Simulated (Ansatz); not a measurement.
Reaction (redistribution): `O=C=[N][Al]([Cl])[Cl]` + `O[SiH](O)S[SiH3]` → `O=C=[N][AlH][Cl]` + `O[SiH](O)S[SiH2]Cl`

Isolated molecules relaxed with PBE0-D4/def2-TZVP in Ansatz; ΔE leaves out vibrations. CCSD(T)/CBS is the MP2 limit (def2-TZVPP, def2-QZVPP) plus CCSD(T) − MP2 in def2-TZVPP, frozen cores. Functionals use def2-TZVPP. B3LYP here is the variant with VWN-RPA as its local correlation; programs differ in this. HSE06 is defined as in plane-wave codes. One conformer a species, not always the lowest.

```csv
level,ΔE (kJ/mol),difference from CCSD(T)/CBS
PBE-D4,49.3,-5.7
BLYP-D4,50.6,-4.4
HSE06-D4,52.3,-2.7
ωB97M-V,51.6,-3.4
B3LYP,55.1,0.1
r2SCAN0,57.0,2.0
LC-ωPBE,55.4,0.4
MP2/def2-TZVPP,55.8,0.8
MP2/CBS(def2),53.5,-1.5
CCSD/CBS(def2),56.1,1.1
CCSD(T)/CBS,55.0,0
```

Largest T1 diagnostic among the species: 0.015.

In def2-TZVPP, CCSD(T) changes the Hartree–Fock value by −4.3 kJ/mol (the triples alone add −1.1 kJ/mol) and MP2 by −5.7 kJ/mol. From BLYP to BHLYP (50 % exact exchange), in def2-TZVPP and without D4, ΔE moves by +4.4 kJ/mol. Leaving LDA and LC-ωPBE aside and taking each functional with its dispersion term where it has one, the values, not all of them listed here, spread over 8.7 kJ/mol, from B97M-V to r2SCAN0-D4.
